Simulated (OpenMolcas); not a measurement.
Co4+: ligand-field states by method

Co4+ with its 6 nearest fluoride ions at 1.827 Å, on the Ge site of Cs2GeF6 (a = 9.021 Å, distance in the model lattice 1.804 Å). The rest of the host is ab initio model potentials to 7.6 Å and point charges beyond; the distance is set by hand and nothing relaxes. Ligand basis ANO-RCC-VDZP.

```yaml
Program: OpenMolcas
Basis: ANO-RCC-VTZP [6s5p3d2f1g]
Scalar_Hamiltonian: DKH2, point nucleus
Active_space: 5 electrons in 5 orbitals (3d)
State_averaging: 2S+1 = 6 even, 1 root; 2S+1 = 4 even, 24 roots; 2S+1 = 2 even, 75 roots
Spin-orbit_coupling: RASSI with atomic mean-field integrals over the reference wave functions
```

I. CASSCF
II. SS-CASPT2, IPEA 0.25 Eh, imaginary shift 0.1 Eh (closed shells correlated: 3s 3p and the ligand valence shells)

Spin-free states (labels of O, the rotations of Oh) in cm-1, each column counted from its own energy of the first state listed:

```json
{"State": "6A1", "Degeneracy": "1", "I": "0", "II": "0"}
{"State": "2S+1 = 4", "Degeneracy": "3", "I": "17180", "II": "-4380"}
{"State": "2T2", "Degeneracy": "3", "I": "21375", "II": "-17030"}
{"State": "2S+1 = 4", "Degeneracy": "3", "I": "24583", "II": "-920"}
{"State": "2S+1 = 4", "Degeneracy": "1", "I": "30316", "II": "12800"}
{"State": "2S+1 = 2", "Degeneracy": "3", "I": "31818", "II": "-140"}
{"State": "4E", "Degeneracy": "2", "I": "31970", "II": "9490"}
```

II puts a state of multiplicity 2 lowest, 17000 cm-1 below that state.

From I to II, I's first state of another spin (2S+1 = 4) moves from 17180 to -4380 cm-1, by about -22000 cm-1. In II another state of that kind comes below it.

χT at 300 K: I 4.38, II 0.82 cm3 K/mol.

Roots that are degenerate in the reference are averaged as groups; the widest CASPT2 spread within a group is 2600 cm-1 (the 3-fold group of multiplicity 2 near 37700 cm-1 above the lowest state of its run, II). Shifts and gaps below about the spread of the groups concerned are not significant. Over all roots computed the reference weight is 0.54 to 0.66 in II; the roots of lowest weight are the least certain, and an intruder state may touch them. The least metal-like active orbital is 76 % on the metal (Löwdin) and no ligand orbital is active, so the numbers are rough. Ligand-to-metal charge-transfer states are missing. With no ligand orbital active B as a rule stays too high, so bands that hang on it stand too high and its fall with covalency is understated. Without dynamic correlation the repulsion within the d shell is too large (B by tens of per cent), so at a given field states of lower spin stand too high (holds for I). CASSCF with metal d orbitals alone favours high spin, so a ground state of lower spin is not ruled out (holds for I). With metal d orbitals alone and no dynamic correlation 10Dq can be off by a tenth to a fifth, either way, in oxide and fluoride hosts (holds for I). An orbital triplet at a regular site is open to Jahn-Teller coupling, which can distort the site and quench the lowest spin-orbit gaps and is left out (holds for II). With one d shell and no ligand orbital active, 10Dq can be off by a tenth or more (holds for II). No measured value stands beside these numbers; the geometry was set by hand and not optimised.

A state without a sure symmetry label is named by its multiplicity alone.
